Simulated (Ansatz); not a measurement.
Several settings on one geometry of BH2(nPr) (C₃H₉B) (that of the charge 0 singlet, PBE-D4/def2-SVP). Ansatz on 4 threads of Arm Neoverse V2 on a shared host; times are rough.

```xyz
13

B     1.0056    1.6835    0.7441
H     2.2252    1.7166    0.7215
H     0.4041    2.7344    0.5899
C     0.2261    0.3325    0.8500
C    -0.0874   -0.1132   -0.6093
C    -0.8553   -1.4369   -0.6697
H    -0.7406    0.4430    1.3875
H     0.8083   -0.4729    1.3455
H     0.8591   -0.2117   -1.1854
H    -0.6736    0.6785   -1.1254
H    -1.8254   -1.3615   -0.1359
H    -1.0677   -1.7344   -1.7171
H    -0.2783   -2.2578   -0.1957
```

Totals from different functionals, basis sets or treatments of relativity can't be compared as stabilities.

Question: Give the basis size and estimate the energy, ⟨S²⟩ and time of these runs.

```
run                      method  charge    state                                                                       further keys
  1  UKS revPBE0-D4/def2-mTZVPP       0  singlet                                        scf: {omitted_lower_state_checks: [starts]}
  2        RKS BLYP/aug-cc-pVDZ       0  singlet  pseudopotentials: {relativity: none}; scf: {omitted_lower_state_checks: [starts]}
  3     RKS ωB97M-V/aug-cc-pVDZ       0  singlet  fitting: {mean_field: cc-pVTZ-jkfit}; scf: {omitted_lower_state_checks: [starts]}
```

Answer: 
```csv
run,functions,energy (Eh),⟨S²⟩,wall time
1,121,-144.5622,0.00,1.4 s
2,173,-144.4648,–,1.6 s
3,173,-144.4654,–,5.5 s
```
